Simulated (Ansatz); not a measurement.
Ideal-gas functions of C$_{2}$H$_{4}$BNO, SMILES `BCOC#N` at 800 K and 1 bar, from an Ansatz frequency run at PBE0-D4/def2-TZVP.

Molar mass 68.87 g/mol, point group Cs (symmetry number 1), electronic degeneracy 1, moments of inertia 14.942, 191.267, 203.114 u Å². Harmonic wavenumbers (cm⁻¹, unscaled): 66, 171, 275, 347, 531, 577, 611, 748, 972, 1006, 1053, 1184, 1221, 1245, 1347, 1416, 2383, 2614, 2710, 3022, 3060.

Use S(trans) = R[1.5 ln M + 2.5 ln T − 1.1517]; rotational temperatures θ = 24.2544 K / I; S(rot) = R[ln(√π/σ · √(T³/θAθBθC)) + 1.5]; for each mode x = 1.438777 ν̃/T, S = R[x/(eˣ − 1) − ln(1 − e⁻ˣ)] and H = RT x/(eˣ − 1); 1 cm⁻¹ = 0.0119627 kJ/mol; R = 8.31446 J/(mol·K).

Question: By hand: the entropy, in J/(mol·K).

Answer: Translation 182.2. Rotation: θ = 1.6232, 0.1268, 0.1194 K, giving 116.0. Vibration, mode by mode: 26.04, 18.15, 14.25, 12.37, 9.01, 8.37, 7.94, 6.45, 4.65, 4.43, 4.15, 3.44, 3.27, 3.16, 2.73, 2.48, 0.61, 0.43, 0.38, 0.23, 0.22, in all 132.8. Electronic 0.0. Sum 431.0 J/(mol·K).

Question: By hand: H − E and G − E in kJ/mol, counted from the electronic energy.

Answer: Zero-point energy ½ × 26559 × 0.0119627 = 158.9; thermal vibration 53.2; translation, rotation and pV give 4 RT = 26.6. H − E = 238.7 kJ/mol, and G − E = 238.7 − 800 × 431.0/1000 = -106.1 kJ/mol.

Vibration gives 31 % of the entropy, 26.0 J/(mol·K) of it from the mode under 150 cm⁻¹: soft modes count most, and the harmonic formula is weakest for them. The sum counts one conformer and one mirror image; others add a mixing term.
